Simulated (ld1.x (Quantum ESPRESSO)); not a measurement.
## Plane-wave convergence, PAW potential for Sn

* Element: Sn
* Generator: ld1.x (Quantum ESPRESSO) 7.5
* Type: PAW
* Functional: LDA (PZ)
* Relativity: scalar-relativistic
* Frozen core: [Kr]
* Valence charge: 14
* Reference configuration: 4d10 5s2 5p1.5 (charge +0.5)
* Partial waves: 5s (bound): rcut 2.00, rcutus 2.35 bohr; 5s channel at 3.4 Ry: rcut 2.00, rcutus 2.35 bohr; 5p (bound): rcut 2.40, rcutus 2.60 bohr; 5p channel at 0.2 Ry: rcut 2.40, rcutus 2.60 bohr; 4d (bound): rcut 1.60, rcutus 1.85 bohr; 4d channel at 1.2 Ry: rcut 1.60, rcutus 1.85 bohr
* Local potential: all-electron potential smoothed inside 2.05 bohr (lloc = -2)
* Core correction: Bessel-smoothed model core inside 0.85 bohr
* Augmentation charge: GAUSS, radius 1.60 bohr

The pseudo-atom Hamiltonian at the reference potential is diagonalised in spherical Bessel functions j_l(qr) that vanish at 20 bohr, with q² up to the cutoff. All-electron valence levels (Ry): 5s -1.0532, 5p -0.5182, 4d -2.1829.

Problem. How do the lowest levels (Ry) of each channel move with the cutoff, and are there ghosts?

Solution.

| cutoff (Ry) | s #1 | s #2 | p #1 | d #1 | d #2 | f #1 | f #2 | Σ f·Δε (mRy) |
| --- | --- | --- | --- | --- | --- | --- | --- | --- |
| 8 | -1.0530 | -0.1612 | -0.5178 | -0.1295 | -0.0024 | 0.0302 | 0.1341 | 20536.2 |
| 15 | -1.0531 | -0.1614 | -0.5182 | -1.4300 | -0.0639 | 0.0302 | 0.1340 | 7529.5 |
| 25 | -1.0532 | -0.1614 | -0.5182 | -2.1616 | -0.0697 | 0.0302 | 0.1340 | 213.9 |
| 35 | -1.0532 | -0.1614 | -0.5182 | -2.1821 | -0.0698 | 0.0302 | 0.1340 | 8.7 |
| 50 | -1.0532 | -0.1614 | -0.5182 | -2.1828 | -0.0698 | 0.0302 | 0.1340 | 1.5 |
| 70 | -1.0532 | -0.1614 | -0.5182 | -2.1829 | -0.0698 | 0.0302 | 0.1340 | 0.6 |
| 400 | -1.0532 | -0.1614 | -0.5182 | -2.1830 | -0.0698 | 0.0302 | 0.1340 | 0.0 |

Result: no extra level below or beside the all-electron valence levels (s, p, d, f tested); 10 mRy is reached at 35 Ry and 1 mRy at 55 Ry.
